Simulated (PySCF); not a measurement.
**Computed properties of AlAsH4, SMILES [AlH2][AsH2]**

Al(AsH2)(H)2 (AlAsH4), SMILES [AlH2][AsH2]. Coordinates come from a PBE0-D3(BJ)/def2-TZVP optimisation. Other conformers were not sampled. All values are computed for the isolated molecule unless a solvent is named; none is compared with measurement here.

**Structure.** The optimised structure has Cs symmetry. All 12 harmonic modes at PBE0-D3(BJ)/def2-TZVP (PySCF) are real, so it is a minimum.

**Vibrations.** The strongest infrared lines (harmonic, unscaled, degenerate partners summed) lie at 772 cm⁻¹ (349 km/mol, H 94 %), 1928 cm⁻¹ (226 km/mol, H 95 %), 1914 cm⁻¹ (171 km/mol, H 98 %). The softest mode is at 166 cm⁻¹ and the zero-point energy is 17.8 kcal/mol.

**Electronic structure.** B3LYP/def2-TZVPD (PySCF) places the frontier levels at -6.97 and -1.92 eV, a gap of 5.05 eV, and gives a dipole moment of 0.35 D and a mean polarisability of 67.7 bohr³.

**Excitations.** TDA-PBE0/def2-SVPD (PySCF) has S1 at 4.30 eV (288 nm, f = 0.017, weak); the most intense of the 10 singlets computed lies at 6.75 eV (f = 0.27). T1 (TDA) is at 3.72 eV, 0.58 eV under S1. No vertical singlet excitation falls in the visible range (under 3.1 eV).

**NMR.** GIAO shifts at KT2/pcSseg-2 (PySCF) (non-relativistic, atoms alike by connectivity averaged): ¹H from 2.2 to 6.7 ppm against TMS.
